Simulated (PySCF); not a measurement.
Si(Cl)(F)2(NCO) (CClF2NOSi), SMILES O=C=N[Si](F)(F)Cl.

The structure is a stationary point at B3LYP-D3(BJ)/def2-SVP. Other conformers were not sampled.

Computed with TDDFT-PBE/def2-SVPD run with PySCF.

Vertical excitations. Gas-phase values at a fixed geometry. State labels are in the subgroup Cs.

List the lowest excited states. (Estimate from the structure and the level; the computed values follow.)


```tsv
state	symmetry	energy (eV)	λ (nm)	f	main pairs
S1	A"	6.98	178	0.000	HOMO→LUMO+1 81 %, HOMO−1→LUMO 18 %
S2	A'	7.11	174	0.010	HOMO→LUMO 63 %, HOMO−1→LUMO+1 35 %
S3	A"	7.11	174	0.000	HOMO−1→LUMO 81 %, HOMO→LUMO+1 18 %
S4	A'	7.26	171	0.008	HOMO→LUMO+2 91 %
S5	A"	7.39	168	0.000	HOMO−1→LUMO+2 99 %
S6	A"	7.63	162	0.004	HOMO−2→LUMO 94 %
S7	A'	7.71	161	0.043	HOMO−2→LUMO+1 88 %
S8	A'	7.82	159	0.060	HOMO−3→LUMO 76 %
S9	A"	7.87	158	0.001	HOMO−3→LUMO+1 98 %
S10	A"	7.94	156	0.025	HOMO−2→LUMO+2 93 %
T1	A'	6.39	194	0	HOMO→LUMO 67 %, HOMO−1→LUMO+1 25 %
T2	A"	6.63	187	0	HOMO→LUMO+1 55 %, HOMO−1→LUMO 42 %
T3	A'	6.64	187	0	HOMO−1→LUMO+1 71 %, HOMO→LUMO 26 %
T4	A"	6.96	178	0	HOMO−1→LUMO 57 %, HOMO→LUMO+1 42 %
```
Triplets are in the Tamm–Dancoff approximation, which puts them higher than full response would, so one can lie above its singlet here.
